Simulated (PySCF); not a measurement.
Isomers of C5H10OSSi, mass 146.022 u with the commonest isotopes. The calculation used PBE0/pcSseg-1 in PySCF (dipole) on a GFN2-xTB geometry, gas phase. One conformer each, none proved a minimum here; rigid rotors.

Problem. Order these by rotational constant B, largest first.
A. `[CH2:1]=[CH:2][O:3][Si@@H:4]([CH3:5])[S:6][CH:7]=[CH2:8]` with C1–C2–O3–Si4 -3°, C2–O3–Si4–C5 -172°, O3–Si4–S6–C7 -172°, Si4–S6–C7–C8 -171°
B. `[CH3:1][C:2](=[S:3])[C@@H:4]1[CH2:5][C@@H:6]1[O:7][SiH3:8]` with C1–C2–C4–C5 17°, C5–C6–O7–Si8 -158°
C. `[CH2:1]1[CH2:2][CH:3]1[C@@H:4]1[CH2:5][O:6][SiH2:7][S:8]1` with C2–C3–C4–C5 -162°, C1–C2–C3–C4 109°, C3–C4–C5–O6 -76°, C4–C5–O6–Si7 -35°, C5–O6–Si7–S8 9°
D. `[CH3:1][CH2:2][C:3]#[C:4][Si@H:5]([OH:6])[S:7][CH3:8]` with C4–Si5–O6–H -87°, C4–Si5–S7–C8 -54°
E. `[CH2:1]=[CH:2][CH2:3][C@@H:4]1[CH2:5][O:6][SiH2:7][S:8]1` with C1–C2–C3–C4 -122°, C2–C3–C4–C5 58°, C3–C4–C5–O6 -166°, C4–C5–O6–Si7 35°, C5–O6–Si7–S8 -12°, O6–Si7–S8–C4 -11°

Solution. C (1058 MHz), B (975.6 MHz), E (936.0 MHz), A (893.3 MHz), D (755.4 MHz).

Problem. Order these by rotational constant A, smallest first.
A. `[CH3:1][C:2](=[S:3])[C@@H:4]1[CH2:5][C@@H:6]1[O:7][SiH3:8]` with C1–C2–C4–C5 17°, C5–C6–O7–Si8 -158°
B. `[CH2:1]1[CH2:2][CH:3]1[C@@H:4]1[CH2:5][O:6][SiH2:7][S:8]1` with C2–C3–C4–C5 -162°, C1–C2–C3–C4 109°, C3–C4–C5–O6 -76°, C4–C5–O6–Si7 -35°, C5–O6–Si7–S8 9°
C. `[CH2:1]=[CH:2][O:3][Si@@H:4]([CH3:5])[S:6][CH:7]=[CH2:8]` with C1–C2–O3–Si4 -3°, C2–O3–Si4–C5 -172°, O3–Si4–S6–C7 -172°, Si4–S6–C7–C8 -171°
D. `[CH3:1][CH2:2][C:3]#[C:4][Si@H:5]([OH:6])[S:7][CH3:8]` with C4–Si5–O6–H -87°, C4–Si5–S7–C8 -54°
E. `[CH2:1]=[CH:2][CH2:3][C@@H:4]1[CH2:5][O:6][SiH2:7][S:8]1` with C1–C2–C3–C4 -122°, C2–C3–C4–C5 58°, C3–C4–C5–O6 -166°, C4–C5–O6–Si7 35°, C5–O6–Si7–S8 -12°, O6–Si7–S8–C4 -11°

Solution. D (1909 MHz), A (1959 MHz), C (2258 MHz), B (2698 MHz), E (2778 MHz).

Problem. Order these by radius of gyration √(Σ m r²/M), largest first.
A. `[CH3:1][CH2:2][C:3]#[C:4][Si@H:5]([OH:6])[S:7][CH3:8]` with C4–Si5–O6–H -87°, C4–Si5–S7–C8 -54°
B. `[CH2:1]=[CH:2][O:3][Si@@H:4]([CH3:5])[S:6][CH:7]=[CH2:8]` with C1–C2–O3–Si4 -3°, C2–O3–Si4–C5 -172°, O3–Si4–S6–C7 -172°, Si4–S6–C7–C8 -171°
C. `[CH2:1]=[CH:2][CH2:3][C@@H:4]1[CH2:5][O:6][SiH2:7][S:8]1` with C1–C2–C3–C4 -122°, C2–C3–C4–C5 58°, C3–C4–C5–O6 -166°, C4–C5–O6–Si7 35°, C5–O6–Si7–S8 -12°, O6–Si7–S8–C4 -11°
D. `[CH3:1][C:2](=[S:3])[C@@H:4]1[CH2:5][C@@H:6]1[O:7][SiH3:8]` with C1–C2–C4–C5 17°, C5–C6–O7–Si8 -158°
E. `[CH2:1]1[CH2:2][CH:3]1[C@@H:4]1[CH2:5][O:6][SiH2:7][S:8]1` with C2–C3–C4–C5 -162°, C1–C2–C3–C4 109°, C3–C4–C5–O6 -76°, C4–C5–O6–Si7 -35°, C5–O6–Si7–S8 9°

Solution. A (2.489 Å), B (2.296 Å), D (2.193 Å), C (2.135 Å), E (2.048 Å).

| SMILES | point group | Ia (u·Å²) | Ib (u·Å²) | Ic (u·Å²) | κ | μa (D) | μb (D) | μc (D) |
| --- | --- | --- | --- | --- | --- | --- | --- | --- |
| C=CO[Si@@H](C)SC=C | C1 | 223.78 | 565.77 | 749.65 | -0.72 | 0.03 | 1.24 | 0.66 |
| CC(=S)[C@@H]1C[C@@H]1O[SiH3] | C1 | 257.91 | 518.02 | 628.79 | -0.70 | 2.40 | 1.64 | 0.27 |
| C=CC[C@@H]1CO[SiH2]S1 | C1 | 181.93 | 539.93 | 609.43 | -0.89 | 0.66 | 0.79 | 0.51 |
| C1CC1[C@@H]1CO[SiH2]S1 | C1 | 187.35 | 477.89 | 559.17 | -0.83 | 0.90 | 0.91 | 0.09 |
| CCC#C[Si@H](O)SC | C1 | 264.71 | 669.06 | 875.55 | -0.73 | 2.79 | 0.90 | 0.23 |
